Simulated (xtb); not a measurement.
xtb input:

```bash
xtb mol.xyz --gfn 2 --sp --chrg -1 --uhf 0
```
mol.xyz:
```
5

Si     1.11609041    -0.54084933    -0.01174529
Si    -0.97938714     0.38169700     0.01853758
H      1.69172456     0.86455427     0.10069178
H     -1.37976950     1.79192216    -0.23800389
H     -2.22580076    -0.42834370     0.04222016
```

### Question
Predict the final energy.

### Answer
-5.02689 Eh (GFN2-xTB).

This state (charge -1, singlet) is run at the relaxed geometry of the species with charge 0 and multiplicity 2.
